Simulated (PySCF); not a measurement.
Compound: 1-heptene, C₇H₁₄.
Geometry (PBE0-D3(BJ)/def2-SVP, Å), atoms numbered from 1 in this order:
```xyz
21
C7H14 angstrom
C      3.9525    0.2373   -0.4880
C      2.9504   -0.2991    0.2095
C      1.6561    0.3782    0.5295
C      0.4411   -0.3429   -0.0518
C     -0.8820    0.3235    0.2951
C     -2.0969   -0.3874   -0.2851
C     -3.4149    0.2867    0.0609
H      3.8909    1.2593   -0.8770
H      4.8706   -0.3191   -0.6949
H      3.0552   -1.3290    0.5769
H      1.5392    0.4355    1.6279
H      1.6813    1.4198    0.1667
H      0.5501   -0.4048   -1.1488
H      0.4302   -1.3882    0.3069
H     -0.8680    1.3705   -0.0591
H     -0.9840    0.3839    1.3943
H     -2.1092   -1.4323    0.0727
H     -1.9885   -0.4508   -1.3824
H     -3.4460    1.3212   -0.3176
H     -3.5658    0.3327    1.1515
H     -4.2730   -0.2507   -0.3707
```

Linear response at PBE0/def2-SVPD (PySCF, frozen core in the response, non-relativistic).

Static isotropic polarisability: 89.54 au (13.27 Å³), principal values 75.0, 78.7, 114.9 au.

What is the polarisability at 1064 nm and at the sodium D line?

90.27 au at 1064 nm (+0.8 %), 92.01 au at 589.3 nm (+2.8 %). The rise at 589.3 nm is 3.36 times that at 1064 nm; a pure ω² law gives 3.26. The lowest singlet lies at 173 nm, shorter than both wavelengths.

What is the isotropic C6 coefficient between two such molecules, C6 = (3/π)∫α(iω)² dω?

3330 au (Eh·bohr⁶) by a ten-point quadrature over imaginary frequencies, which is 1990 eV·Å⁶ or 192 J·nm⁶/mol.

Which effective excitation energy ω̄ makes London's formula C6 = (3/4)α²ω̄ exact here?

ω̄ = 4·C6/(3α²) = 0.554 Eh = 15.1 eV. A one-pole form α(ω) = α/(1 − ω²/ω̄²) fitted to the 1064 nm value gives 12.9 eV.

What three-body coefficient follows from the one-pole estimate C9 = (3/4)·α·C6?

224000 au. This is an estimate from the two numbers above, not a computed integral.

What molar refraction at the D line follows from R = (4π/3)·N_A·α′, with α′ the polarisability volume?

α′ = 13.63 Å³ gives R = 34.39 cm³/mol, for isolated, non-vibrating species.

The lowest 6 singlets have (eV, f): 7.17, 0.042; 7.37, 0.473; 7.58, 0.010; 7.61, 0.010; 7.91, 0.011; 7.94, 0.014. What share of the static polarisability do they carry in the sum over states α = Σ f/ω²?

7.61 au, 8.5 % of α; the largest term, 6.45 au, is that of the state at 7.37 eV. Their oscillator strengths add up to 0.56. Higher states carry the rest.

What n − 1 at the D line would an ideal gas of it have at 273.15 K and 1 atm (2.6868 × 10¹⁹ cm⁻³), by n − 1 = 2π·N·α′?

23.02 × 10⁻⁴, a formal value whether or not that pressure can be reached.

How anisotropic is the static polarisability, by Δα² = ½[(α1 − α2)² + (α2 − α3)² + (α3 − α1)²]?

Δα = 38.2 au, or 0.43 of the isotropic value.

How many electrons N does the Slater–Kirkwood formula C6 = (3/4)·√N·α^(3/2) need to give this C6?

N = (4·C6/3)²/α³ = 27.5; the species has 56 electrons in all.

One conformer stands for the species.
